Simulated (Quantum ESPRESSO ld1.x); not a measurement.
Q: The mean radii <r> (bohr) of the occupied orbitals of an atom or ion are listed with their occupations. Calculated with ld1.x of Quantum ESPRESSO 7.5: scalar-relativistic Kohn-Sham, LDA (Slater exchange, VWN5 correlation), spin-polarised, spherical densities, point nucleus.

| orbital | occ. | <r> |
|---|---|---|
| 1s up | 1 | 0.02710 |
| 1s down | 1 | 0.02710 |
| 2s up | 1 | 0.1101 |

Name the element and its charge. Open shells, if any, are filled with parallel spins first.

A: Z = 53, iodine, charge +50: I50+ in [He] 2s1. The 1s radius gives Z: for a bare nucleus <r> = (2 gamma + 1)/(2Z) with gamma = sqrt(1 - (Z/c)^2), 0.02683 bohr for Z = 53, and screening makes it slightly larger (0.02710 here). The occupations add up to 3, and the charge is Z minus that.
